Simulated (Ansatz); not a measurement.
Ansatz (a quantum-chemistry and plane-wave program) input file for silylmethoxysilane (CH8OSi2), SMILES [SiH3]CO[SiH3], PBE-D3(BJ)/def2-SVP. 

Ansatz 0.2 input:
```yaml
crystal:
  periodic: [false, false, false]
  atoms:
    - {symbol: Si, position_ang: [1.65401113, 0.95647943, -0.58102892]}
    - {symbol: C, position_ang: [0.74860855, -0.69814776, -0.30021063]}
    - {symbol: O, position_ang: [-0.65810148, -0.51793788, -0.42740556]}
    - {symbol: Si, position_ang: [-1.71705333, -0.39828093, 0.85640913]}
    - {symbol: H, position_ang: [3.12783561, 0.75558360, -0.44080958]}
    - {symbol: H, position_ang: [1.35036365, 1.46965030, -1.94596957]}
    - {symbol: H, position_ang: [1.19293059, 1.95069536, 0.42977224]}
    - {symbol: H, position_ang: [1.07652850, -1.43270037, -1.05715519]}
    - {symbol: H, position_ang: [1.02814610, -1.12806831, 0.68263531]}
    - {symbol: H, position_ang: [-1.43574260, 0.81025259, 1.68918548]}
    - {symbol: H, position_ang: [-3.07796452, -0.30597599, 0.27072007]}
    - {symbol: H, position_ang: [-1.60634597, -1.60182636, 1.73680662]}
basis:
  gaussian:
    orbitals: def2-SVP
hamiltonian:
  xc: pbe
  dispersion: d3bj
relax: {f_tol: 0.002, max_steps: 200}
```

It prints:

```
WARN ansatz: RAYON_NUM_THREADS=2 ignored (pool sized by the plan → 2); use --threads N
Functional definition: PBE
integrals: 0.05 GiB planned
1157 factors; their error is unknown
mean field: 0.28 GiB planned
mean field evaluation 1: about -18944.1259 eV, gradient 5.1e1 eV
mean field evaluation 2: about -18921.3571 eV, gradient 1.2e2 eV
mean field evaluation 4: about -18949.9075 eV, gradient 9.3e0 eV
mean field evaluation 8: about -18950.0867 eV, gradient 2.1e-1 eV
mean field evaluation 16: about -18950.0052 eV, gradient 9.1e-5 eV
mean field -18950.00522521 eV, -696.3998472517 hartree, gradient 1.5e-5 eV, S^2 0.000000; 0 other end points of the search recorded, 0 dependent functions left out
the calculation of the forces begins
reference -18950.00526553 eV, -696.3998487335 hartree; 25, 25 occupied and 79, 79 virtual orbitals, 1157 factors
relax step   1: F+E_penalty+E_count = -18950.24914553 eV  Δ(F+E_penalty+E_count) = +0.000e0 eV  max|allowed force component| = 3.954e-1 eV/Å  Δτ_max = 0.0000 Å  (26 SCF iters, accepted)
these checks for a lower state are left out or cut short: starts, cluster_reference, orbital_swaps, neighbouring_geometries, increment
integrals: 0.05 GiB planned
1157 factors; their error is unknown
mean field: 0.28 GiB planned
mean field -18950.02016330 eV, -696.4003962163 hartree, gradient 2.1e-5 eV, S^2 0.000000; 0 other end points of the search recorded, 0 dependent functions left out
the calculation of the forces begins
reference -18950.02020371 eV, -696.4003977012 hartree; 25, 25 occupied and 79, 79 virtual orbitals, 1157 factors
relax step   2: F+E_penalty+E_count = -18950.26335520 eV  Δ(F+E_penalty+E_count) = -1.421e-2 eV  max|allowed force component| = 2.331e-1 eV/Å  Δτ_max = 0.0141 Å  (28 SCF iters, accepted)
these checks for a lower state are left out or cut short: starts, cluster_reference, orbital_swaps, neighbouring_geometries, increment
integrals: 0.05 GiB planned
1157 factors; their error is unknown
mean field: 0.28 GiB planned
mean field evaluation 32: about -18950.0226 eV, gradient 2.1e-5 eV
mean field -18950.02264006 eV, -696.4004872354 hartree, gradient 2.1e-5 eV, S^2 0.000000; 0 other end points of the search recorded, 0 dependent functions left out
the calculation of the forces begins
reference -18950.02268049 eV, -696.4004887214 hartree; 25, 25 occupied and 79, 79 virtual orbitals, 1157 factors
relax step   3: F+E_penalty+E_count = -18950.26557925 eV  Δ(F+E_penalty+E_count) = -2.224e-3 eV  max|allowed force component| = 7.335e-2 eV/Å  Δτ_max = 0.0089 Å  (29 SCF iters, accepted)
these checks for a lower state are left out or cut short: starts, cluster_reference, orbital_swaps, neighbouring_geometries, increment
integrals: 0.05 GiB planned
1157 factors; their error is unknown
mean field: 0.28 GiB planned
mean field -18950.02180790 eV, -696.4004566541 hartree, gradient 2.1e-5 eV, S^2 0.000000; 0 other end points of the search recorded, 0 dependent functions left out
the calculation of the forces begins
reference -18950.02184835 eV, -696.4004581406 hartree; 25, 25 occupied and 79, 79 virtual orbitals, 1157 factors
relax step   4: F+E_penalty+E_count = -18950.26512234 eV  Δ(F+E_penalty+E_count) = +4.569e-4 eV  max|allowed force component| = 9.512e-2 eV/Å  Δτ_max = 0.0296 Å  (28 SCF iters, rejected (line search))
these checks for a lower state are left out or cut short: starts, cluster_reference, orbital_swaps, neighbouring_geometries, increment
integrals: 0.05 GiB planned
1157 factors; their error is unknown
mean field: 0.28 GiB planned
mean field -18950.02285567 eV, -696.4004951589 hartree, gradient 2.1e-5 eV, S^2 0.000000; 0 other end points of the search recorded, 0 dependent functions left out
the calculation of the forces begins
reference -18950.02289610 eV, -696.4004966449 hartree; 25, 25 occupied and 79, 79 virtual orbitals, 1157 factors
relax step   5: F+E_penalty+E_count = -18950.26605622 eV  Δ(F+E_penalty+E_count) = -4.770e-4 eV  max|allowed force component| = 1.160e-2 eV/Å  Δτ_max = 0.0145 Å  (29 SCF iters, accepted)
these checks for a lower state are left out or cut short: starts, cluster_reference, orbital_swaps, neighbouring_geometries, increment
integrals: 0.05 GiB planned
1157 factors; their error is unknown
mean field: 0.28 GiB planned
mean field -18950.02262174 eV, -696.4004865624 hartree, gradient 2.1e-5 eV, S^2 0.000000; 0 other end points of the search recorded, 0 dependent functions left out
the calculation of the forces begins
reference -18950.02266219 eV, -696.4004880487 hartree; 25, 25 occupied and 79, 79 virtual orbitals, 1157 factors
relax step   6: F+E_penalty+E_count = -18950.26623902 eV  Δ(F+E_penalty+E_count) = -1.828e-4 eV  max|allowed force component| = 7.118e-3 eV/Å  Δτ_max = 0.0186 Å  (28 SCF iters, accepted)
these checks for a lower state are left out or cut short: starts, cluster_reference, orbital_swaps, neighbouring_geometries, increment
integrals: 0.05 GiB planned
1157 factors; their error is unknown
mean field: 0.28 GiB planned
mean field -18950.02226421 eV, -696.4004734234 hartree, gradient 2.1e-5 eV, S^2 0.000000; 0 other end points of the search recorded, 0 dependent functions left out
the calculation of the forces begins
reference -18950.02230467 eV, -696.4004749100 hartree; 25, 25 occupied and 79, 79 virtual orbitals, 1157 factors
relax step   7: F+E_penalty+E_count = -18950.26629374 eV  Δ(F+E_penalty+E_count) = -5.472e-5 eV  max|allowed force component| = 5.460e-3 eV/Å  Δτ_max = 0.0179 Å  (29 SCF iters, accepted)
these checks for a lower state are left out or cut short: starts, cluster_reference, orbital_swaps, neighbouring_geometries, increment
integrals: 0.05 GiB planned
1157 factors; their error is unknown
mean field: 0.28 GiB planned
mean field evaluation 64: about -18950.0222 eV, gradient 4.3e-4 eV
mean field -18950.02223006 eV, -696.4004721683 hartree, gradient 2.0e-5 eV, S^2 0.000000; 0 other end points of the search recorded, 0 dependent functions left out
the calculation of the forces begins
reference -18950.02227051 eV, -696.4004736549 hartree; 25, 25 occupied and 79, 79 virtual orbitals, 1157 factors
relax step   8: F+E_penalty+E_count = -18950.26631246 eV  Δ(F+E_penalty+E_count) = -1.872e-5 eV  max|allowed force component| = 1.120e-2 eV/Å  Δτ_max = 0.0064 Å  (21 SCF iters, accepted)
these checks for a lower state are left out or cut short: starts, cluster_reference, orbital_swaps, neighbouring_geometries, increment
integrals: 0.05 GiB planned
1157 factors; their error is unknown
mean field: 0.28 GiB planned
mean field -18950.02232036 eV, -696.4004754867 hartree, gradient 9.0e-6 eV, S^2 0.000000; 0 other end points of the search recorded, 0 dependent functions left out
the calculation of the forces begins
reference -18950.02236081 eV, -696.4004769733 hartree; 25, 25 occupied and 79, 79 virtual orbitals, 1157 factors
relax step   9: F+E_penalty+E_count = -18950.26635057 eV  Δ(F+E_penalty+E_count) = -3.811e-5 eV  max|allowed force component| = 2.311e-3 eV/Å  Δτ_max = 0.0075 Å  (22 SCF iters, accepted)
these checks for a lower state are left out or cut short: starts, cluster_reference, orbital_swaps, neighbouring_geometries, increment
integrals: 0.05 GiB planned
1157 factors; their error is unknown
mean field: 0.28 GiB planned
mean field -18950.02232773 eV, -696.4004757574 hartree, gradient 2.1e-5 eV, S^2 0.000000; 0 other end points of the search recorded, 0 dependent functions left out
the calculation of the forces begins
reference -18950.02236819 eV, -696.4004772446 hartree; 25, 25 occupied and 79, 79 virtual orbitals, 1157 factors
relax step  10: F+E_penalty+E_count = -18950.26639481 eV  Δ(F+E_penalty+E_count) = -4.424e-5 eV  max|allowed force component| = 6.706e-3 eV/Å  Δτ_max = 0.0216 Å  (28 SCF iters, accepted)
these checks for a lower state are left out or cut short: starts, cluster_reference, orbital_swaps, neighbouring_geometries, increment
integrals: 0.05 GiB planned
1157 factors; their error is unknown
mean field: 0.28 GiB planned
mean field -18950.02226090 eV, -696.4004733015 hartree, gradient 2.1e-5 eV, S^2 0.000000; 0 other end points of the search recorded, 0 dependent functions left out
the calculation of the forces begins
reference -18950.02230139 eV, -696.4004747897 hartree; 25, 25 occupied and 79, 79 virtual orbitals, 1157 factors
relax step  11: F+E_penalty+E_count = -18950.26642010 eV  Δ(F+E_penalty+E_count) = -2.529e-5 eV  max|allowed force component| = 4.866e-3 eV/Å  Δτ_max = 0.0272 Å  (28 SCF iters, accepted)
these checks for a lower state are left out or cut short: starts, cluster_reference, orbital_swaps, neighbouring_geometries, increment
integrals: 0.05 GiB planned
1157 factors; their error is unknown
mean field: 0.28 GiB planned
mean field -18950.02225688 eV, -696.4004731539 hartree, gradient 8.9e-6 eV, S^2 0.000000; 0 other end points of the search recorded, 0 dependent functions left out
the calculation of the forces begins
reference -18950.02229739 eV, -696.4004746426 hartree; 25, 25 occupied and 79, 79 virtual orbitals, 1157 factors
relax step  12: F+E_penalty+E_count = -18950.26642537 eV  Δ(F+E_penalty+E_count) = -5.268e-6 eV  max|allowed force component| = 4.933e-3 eV/Å  Δτ_max = 0.0087 Å  (22 SCF iters, accepted)
these checks for a lower state are left out or cut short: starts, cluster_reference, orbital_swaps, neighbouring_geometries, increment
integrals: 0.05 GiB planned
1157 factors; their error is unknown
mean field: 0.28 GiB planned
mean field evaluation 96: about -18950.0223 eV, gradient 9.4e-5 eV
mean field -18950.02225254 eV, -696.4004729945 hartree, gradient 2.6e-5 eV, S^2 0.000000; 0 other end points of the search recorded, 0 dependent functions left out
the calculation of the forces begins
reference -18950.02229305 eV, -696.4004744832 hartree; 25, 25 occupied and 79, 79 virtual orbitals, 1157 factors
relax step  13: F+E_penalty+E_count = -18950.26643087 eV  Δ(F+E_penalty+E_count) = -5.508e-6 eV  max|allowed force component| = 2.296e-3 eV/Å  Δτ_max = 0.0013 Å  (19 SCF iters, accepted)
these checks for a lower state are left out or cut short: starts, cluster_reference, orbital_swaps, neighbouring_geometries, increment
integrals: 0.05 GiB planned
1157 factors; their error is unknown
mean field: 0.28 GiB planned
mean field -18950.02224644 eV, -696.4004727702 hartree, gradient 8.4e-6 eV, S^2 0.000000; 0 other end points of the search recorded, 0 dependent functions left out
the calculation of the forces begins
reference -18950.02228695 eV, -696.4004742588 hartree; 25, 25 occupied and 79, 79 virtual orbitals, 1157 factors
relax step  14: F+E_penalty+E_count = -18950.26643195 eV  Δ(F+E_penalty+E_count) = -1.078e-6 eV  max|allowed force component| = 2.402e-3 eV/Å  Δτ_max = 0.0010 Å  (20 SCF iters, accepted)
these checks for a lower state are left out or cut short: starts, cluster_reference, orbital_swaps, neighbouring_geometries, increment
integrals: 0.05 GiB planned
1157 factors; their error is unknown
mean field: 0.28 GiB planned
mean field -18950.02224615 eV, -696.4004727596 hartree, gradient 3.5e-5 eV, S^2 0.000000; 0 other end points of the search recorded, 0 dependent functions left out
the calculation of the forces begins
reference -18950.02228666 eV, -696.4004742483 hartree; 25, 25 occupied and 79, 79 virtual orbitals, 1157 factors
relax step  15: F+E_penalty+E_count = -18950.26643227 eV  Δ(F+E_penalty+E_count) = -3.130e-7 eV  max|allowed force component| = 6.028e-4 eV/Å  Δτ_max = 0.0004 Å  (17 SCF iters, accepted)
integrals: 0.05 GiB planned
1157 factors; their error is unknown
mean field: 0.28 GiB planned
mean field evaluation 128: about -18950.0222 eV, gradient 1.6e-5 eV
mean field -18950.02224615 eV, -696.4004727596 hartree, gradient 3.5e-5 eV, S^2 0.000000; 1 other end points of the search recorded, 0 dependent functions left out
the calculation of the forces begins
reference -18950.02228666 eV, -696.4004742483 hartree; 25, 25 occupied and 79, 79 virtual orbitals, 1157 factors
Total energy: -18950.26647277 eV, -696.4094479225 hartree
Atom 0 at     1.647084     0.951288    -0.556421 Å, force     0.000012    -0.000007     0.000003 eV/Å
Atom 1 at     0.735247    -0.718191    -0.325591 Å, force     0.000102    -0.000099     0.000179 eV/Å
Atom 2 at    -0.676136    -0.554812    -0.465204 Å, force    -0.000603     0.000087     0.000086 eV/Å
Atom 3 at    -1.708784    -0.382344     0.853297 Å, force     0.000270     0.000049    -0.000281 eV/Å
Atom 4 at     3.132757     0.744623    -0.412545 Å, force    -0.000004     0.000013     0.000032 eV/Å
Atom 5 at     1.349156     1.506556    -1.920289 Å, force     0.000023     0.000005     0.000009 eV/Å
Atom 6 at     1.180449     1.931716     0.484228 Å, force     0.000009    -0.000019    -0.000034 eV/Å
Atom 7 at     1.083268    -1.431313    -1.106192 Å, force     0.000056     0.000015    -0.000074 eV/Å
Atom 8 at     1.017893    -1.177035     0.653424 Å, force     0.000202    -0.000044     0.000038 eV/Å
Atom 9 at    -1.443967     0.891099     1.616536 Å, force    -0.000039     0.000041     0.000034 eV/Å
Atom 10 at    -3.094154    -0.361260     0.285849 Å, force    -0.000066    -0.000040     0.000027 eV/Å
Atom 11 at    -1.539597    -1.540604     1.805856 Å, force     0.000037    -0.000001    -0.000020 eV/Å
Dipole moment:     0.105487    -0.103850     0.130189 e Å
```

The calculation finished and met its thresholds.

Cost: roughly 40 core-seconds.
